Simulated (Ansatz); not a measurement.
The cluster Pb2O4, 6 atoms. Hardware: 4 threads of Arm Neoverse V2 on a shared host.

In the def2 sets Pb takes a core potential; there is no spin–orbit coupling. Correlated methods freeze 12 core orbitals; core or outer-core shells of Pb are correlated, in sets that lack core-valence functions. In CCSD on the charge 0 quintet the largest single amplitude is 0.47, so its Hartree–Fock determinant may place the open shell otherwise than the density functionals do.

Question: How many basis functions does each of these Ansatz runs have, and roughly what does it cost? PBE0-D4/def2-TZVP, charge 0 quintet, energy, from earlier orbitals; r2SCAN-D4/def2-TZVP, charge 0 singlet, energy, from earlier orbitals; RPA@PBE/def2-TZVP, charge 0 singlet, energy, from earlier orbitals; PBE-D4/def2-TZVPD, charge 0 singlet, energy, from earlier orbitals; CCSD(T)/def2-SVP, charge 0 quintet, energy, from earlier orbitals; MP2/def2-TZVP, charge 0 singlet, energy, from earlier orbitals; LC-ωPBE/def2-TZVP, charge 0 quintet, energy, from earlier orbitals; PBE-D4/def2-SVP, charge 0 singlet, energy, from earlier orbitals; PBE-D4/def2-SVP, charge 0 singlet, relaxation, 7 steps; PBE0-D4/def2-TZVP, charge 0 triplet, energy, from earlier orbitals; revPBE-D4/def2-TZVP, charge 0 triplet, energy, from earlier orbitals; PBE-D4/def2-TZVP, charge 0 singlet, energy, from earlier orbitals.

Answer: Other jobs shared the machine, so times can vary by a factor of up to 3. A dash marks memory too small to be measured apart from the calling script's.

```csv
run,functions,fitting or Cholesky vectors,wall time,peak host memory (GiB)
"PBE-D4/def2-SVP, charge 0 singlet, energy, from earlier orbitals",108,1164,1.1 s,–
"PBE-D4/def2-TZVP, charge 0 singlet, energy, from earlier orbitals",224,1368,2.6 s,–
"PBE-D4/def2-TZVPD, charge 0 singlet, energy, from earlier orbitals",272,1528,4 s,–
"revPBE-D4/def2-TZVP, charge 0 triplet, energy, from earlier orbitals",224,1368,5 s,–
"r2SCAN-D4/def2-TZVP, charge 0 singlet, energy, from earlier orbitals",224,1368,6 s,–
"PBE-D4/def2-SVP, charge 0 singlet, relaxation, 7 steps",108,1164,6.5 s,–
"MP2/def2-TZVP, charge 0 singlet, energy, from earlier orbitals",224,1801,6.5 s,0.71
"PBE0-D4/def2-TZVP, charge 0 triplet, energy, from earlier orbitals",224,1464,8 s,0.88
"RPA@PBE/def2-TZVP, charge 0 singlet, energy, from earlier orbitals",224,1801,8.5 s,0.75
"PBE0-D4/def2-TZVP, charge 0 quintet, energy, from earlier orbitals",224,1464,10 s,0.88
"LC-ωPBE/def2-TZVP, charge 0 quintet, energy, from earlier orbitals",224,1368,18 s,0.99
"CCSD(T)/def2-SVP, charge 0 quintet, energy, from earlier orbitals",108,1210,90 s,1.5
```
